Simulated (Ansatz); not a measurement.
Input for Ansatz (a quantum-chemistry and plane-wave program): R-CCSD(T)/aug-cc-pVDZ on HF (SMILES F).

Ansatz 0.2 input:
```yaml
crystal:
  periodic: [false, false, false]
  atoms:
    - {symbol: F, position_ang: [-0.08209952, 0.19386140, -0.50397270]}
    - {symbol: H, position_ang: [-0.06940098, 0.09894462, 0.41765146]}
basis:
  gaussian:
    orbitals: aug-cc-pVDZ
magnetization: {spin_polarized: false}
correlation: {method: ccsd_t, electrons: outside_noble_gas}
scf: {lower_state_search: off}
```

Output:

```
WARN ansatz: RAYON_NUM_THREADS=1 ignored (pool sized by the plan → 1); use --threads N
Functional definition: HF
these checks for a lower state are left out or cut short: stability, starts, cluster_reference, orbital_swaps, neighbouring_geometries, increment
integrals: 0.00 GiB planned
292 factors; integrals over basis functions are off by at most 1.1e-3 eV
mean field: 0.04 GiB planned
mean field evaluation 1: about -2721.0712 eV, gradient 2.4e1 eV
mean field evaluation 2: about -2721.0710 eV, gradient 2.4e1 eV
mean field evaluation 4: about -2722.0313 eV, gradient 1.2e0 eV
mean field evaluation 8: about -2722.0359 eV, gradient 5.0e-5 eV
mean field -2722.03586715 eV, -100.0329730556 hartree, gradient 9.2e-7 eV, S^2 0.000000; 0 other end points of the search recorded, 0 dependent functions left out
1 core orbitals not correlated
reference -2722.03586715 eV, -100.0329730556 hartree; 4, 4 occupied and 27, 27 virtual orbitals, 292 factors
second order -6.06342292 eV of doubles, -0.00000000 eV of singles
coupled cluster: 0.05 GiB planned
cycle   1  -6.02836068 eV  change    3.5e-2 eV  update   5.2e-2
cycle   2  -6.13638112 eV  change   -1.1e-1 eV  update   1.3e-2
cycle   3  -6.16625375 eV  change   -3.0e-2 eV  update   6.5e-3
cycle   4  -6.16326786 eV  change    3.0e-3 eV  update   8.3e-4
cycle   5  -6.16283145 eV  change    4.4e-4 eV  update   2.3e-4
cycle   6  -6.16289817 eV  change   -6.7e-5 eV  update   6.2e-5
cycle   7  -6.16288005 eV  change    1.8e-5 eV  update   1.6e-5
cycle   8  -6.16287171 eV  change    8.3e-6 eV  update   4.6e-6
perturbative correction -0.11372055 eV, -0.0041791533 hartree
Total energy: -2728.31245941 eV, -100.2636335668 hartree
Checks for a lower state left out: stability, starts, cluster_reference, orbital_swaps, neighbouring_geometries, increment
```

The run converged.

Cost: about 0.26 core-seconds (a rough figure).
